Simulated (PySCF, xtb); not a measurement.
B(Cl)(GeH3)(H) (BClGeH₄), SMILES [BH](Cl)[GeH3].

GFN2-xTB in xtb at its own geometry gives an orbital gap of 3.06 eV and a dipole moment of 1.24 D.

The structure is a stationary point at TPSSh-D3(BJ)/def2-SVP.

What does PySCF with PBE0/def2-TZVPD give? (The exact figures need the calculation; the answer reports its results.)

gap 5.71 eV (levels -7.99 and -2.29 eV), dipole 0.46 D.
